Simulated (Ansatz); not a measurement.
Cost and result for the atomization energy of C$_{2}$H$_{4}$ClGe, SMILES `C=[CH][GeH][Cl]` radical (8 atoms, 7 bonds).

The species carries charge 0 and has multiplicity 2. Correlated methods include outer-core shells of Ge, which these sets cover unevenly. Scalar relativity is left out up to krypton. The geometry is a stationary point of PBE0-D4/def2-TZVP. It is one conformer, not always the lowest. Program: Ansatz. All runs use 4 threads of an Arm Neoverse V1 on a shared host. Times are those of one run each, without the atoms' runs, and a repeat can differ threefold. Electronic energies, without spin–orbit coupling; frozen cores. CCSD(T)/CBS adds CCSD(T) − MP2 in def2-TZVPP to the MP2 limit, and its time is that of the two runs behind it. T1 = 0.022; ⟨S²⟩ of the reference is 0.85. With those shells the extrapolation isn't a true limit. B3LYP takes the VWN-RPA correlation (the form of Gaussian; ORCA's B3LYP/G).

CCSD(T)/CBS is a level of theory with its own doubt, some kJ/mol a heavy atom from the limit and from the frozen cores, so smaller differences don't rank the functionals.

```
                            level  functions  wall time
           LDA (SPW92)/def2-TZVPP        208      1.6 s
               BLYP-D4/def2-TZVPP        208        3 s
             revPBE-D4/def2-TZVPP        208        3 s
  PBE-D4/def2-TZVPP (with forces)        208      3.1 s
B3LYP-D4/def2-TZVPP (with forces)        208        6 s
              BHLYP-D4/def2-TZVPP        208      6.5 s
               ωB97X-V/def2-TZVPP        208       13 s
                 CCSD(T)/def2-SVP         98       15 s
                B97M-V/def2-TZVPP        208       16 s
 ωB97M-V/def2-TZVPP (with forces)        208       17 s
                   MP2/def2-QZVPP        393       55 s
               CCSD(T)/def2-TZVPP        208    6.4 min
                CCSD(T)/CBS(def2)          –    7.3 min
```

Question: What atomization energy does each give, and how far from CCSD(T)/CBS? (Estimate.)

Answer: Computed: 
```
                            level  atomization (kJ/mol)  difference from CCSD(T)/CBS  per bond
           LDA (SPW92)/def2-TZVPP                3202.5                        413.0      59.0
               BLYP-D4/def2-TZVPP                2783.9                         -5.6      -0.8
             revPBE-D4/def2-TZVPP                2792.4                          2.9       0.4
  PBE-D4/def2-TZVPP (with forces)                2860.2                         70.7      10.1
B3LYP-D4/def2-TZVPP (with forces)                2788.9                         -0.6      -0.1
              BHLYP-D4/def2-TZVPP                2716.5                        -73.0     -10.4
               ωB97X-V/def2-TZVPP                2797.8                          8.3       1.2
                 CCSD(T)/def2-SVP                2640.3                       -149.2     -21.3
                B97M-V/def2-TZVPP                2822.3                         32.8       4.7
 ωB97M-V/def2-TZVPP (with forces)                2793.4                          3.9       0.6
                   MP2/def2-QZVPP                2792.2                          2.7       0.4
               CCSD(T)/def2-TZVPP                2729.6                        -59.9      -8.5
                CCSD(T)/CBS(def2)                2789.5                          0.0       0.0
```

From PBE to PBE0 (25 % exact exchange), in def2-TZVPP and without D4, the atomization energy moves by −43.3 kJ/mol: exact exchange takes away binding that semilocal exchange gives to molecules. The D4 term adds +29.9 kJ/mol with B3LYP and +15.5 kJ/mol with PBE0; it sums over pairs of atoms, weighted by their polarisabilities, and B3LYP, whose exchange is more repulsive, gets the larger term. At CCSD(T), def2-SVP lies −149.1 kJ/mol from the extrapolated value and def2-TZVPP −59.8 kJ/mol: correlation converges slowly with the basis, and small sets miss more of it in the bonded molecule than in its fragments.
